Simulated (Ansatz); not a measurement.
Start from `NB(O)CF` and change one atom or group to get `NB(O)O`.

Ansatz, PBE0-D4/def2-TZVP geometries, multiplicity 1. Each molecule was computed in one conformer, which needn't be the lowest.

```tsv
property	`NB(O)CF`
HOMO–LUMO gap (ωB97M-V/def2-TZVPP) / eV	12.34
size of the dipole moment (PBE/def2-TZVPP) / D	2.62
LUMO energy (PBE0/def2-TZVPP) / eV	0.60
LUMO energy (PBE/def2-TZVPP) / eV	-0.21
HOMO–LUMO gap (PBE0/def2-TZVPP) / eV	8.63
LUMO energy (B3LYP/def2-TZVPP) / eV	0.22
```

(1) What does the change do to each property? (Best estimate.)

Results:

(1) Ansatz gave: 
```tsv
property	`NB(O)O`	shift
HOMO–LUMO gap (ωB97M-V/def2-TZVPP) / eV	11.92	-0.42
size of the dipole moment (PBE/def2-TZVPP) / D	1.93	-0.69
LUMO energy (PBE0/def2-TZVPP) / eV	0.57	-0.03
LUMO energy (PBE/def2-TZVPP) / eV	-0.25	-0.04
HOMO–LUMO gap (PBE0/def2-TZVPP) / eV	8.17	-0.46
LUMO energy (B3LYP/def2-TZVPP) / eV	0.18	-0.04
```

Dipoles are sizes alone; their direction can turn.

B3LYP here is the variant with VWN-RPA as its local correlation; programs differ in this.
